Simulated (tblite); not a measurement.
A tight-binding relaxation on `CCOC[S@@](=O)[O-]`.

Computed with GFN2-xTB geometry optimisation, gas phase (tblite 0.8.0). Start geometry: from a force field or distance geometry. A driver script takes a list of jobs; this job's settings line and coordinates (Å) are shown.

Command:
```bash
OMP_NUM_THREADS=1 python probes_run.py task.json out
```

Input:
```
{"job": {"kind": "relax", "xc": "GFN2-xTB", "basis": "xTB"}, "charge": -1, "multiplicity": 1}
C      2.266700     0.400800    -0.256200
C      0.753500     0.433600    -0.034000
O      0.218100    -0.772300    -0.563100
C     -1.137900    -0.995100    -0.130900
S     -2.443100     0.149900    -0.763000
O     -3.706800    -0.576600    -0.360300
O     -2.161000     1.412600     0.018200
H      2.735000     1.313600     0.142800
H      2.712900    -0.471800     0.231500
H      2.478500     0.323500    -1.319800
H      0.552600     0.495700     1.048500
H      0.334700     1.296100    -0.534600
H     -1.193500    -1.012900     0.981900
H     -1.410500    -1.997600    -0.488200
```

Output:
```
step      E/eV     max force
  0    -697.75432    1.764
  1    -697.84617    0.797
  2    -697.86826    0.251
  3    -697.87510    0.246
  4    -697.88108    0.223
  5    -697.88451    0.202
  6    -697.88771    0.136
  7    -697.88961    0.115
  8    -697.89079    0.109
  9    -697.89163    0.089
... (98 lines left out)
108    -697.91934    0.040
109    -697.91950    0.042
110    -697.91963    0.033
111    -697.91975    0.023
112    -697.91989    0.040
113    -697.92002    0.029
114    -697.92011    0.031
115    -697.92019    0.021
116    -697.92025    0.018
117    -697.92028    0.010
```

«max force» is the largest atomic force in eV/Å.

Question: From which step on does the largest force stay under 0.1 eV/Å, and how much energy is left to gain from there?

Answer: From step 17 (0.070 eV/Å), 23.5 meV above the end.

Summary of the converged run: energy lowered by 3.8 kcal/mol over 117 steps; largest atomic force 0.010 eV/Å at the end.

Question: Give the final coordinates.

Answer: 0.350 Å rms from the input after alignment:
```
atom  x, y, z in Å
C1     2.1698    0.4794   -0.3839
C2     0.7897    0.2755    0.2241
O3     0.2666   -0.9581   -0.2285
C4    -1.1266   -1.0582   -0.0155
S5    -2.2172    0.2205   -0.9995
O6    -3.5582   -0.3835   -0.7573
O7    -2.0100    1.4760   -0.2111
H8     2.6010    1.4108   -0.0234
H9     2.8249   -0.3476   -0.1152
H10    2.0902    0.5175   -1.4674
H11    0.8613    0.2579    1.3273
H12    0.1158    1.0926   -0.0581
H13   -1.3809   -0.9372    1.0460
H14   -1.4270   -2.0462   -0.3645
```

Hardware: one thread of an Arm Neoverse N1, shared host.
Labels such as C1 count atoms from 1, the log's own numbers from 0.
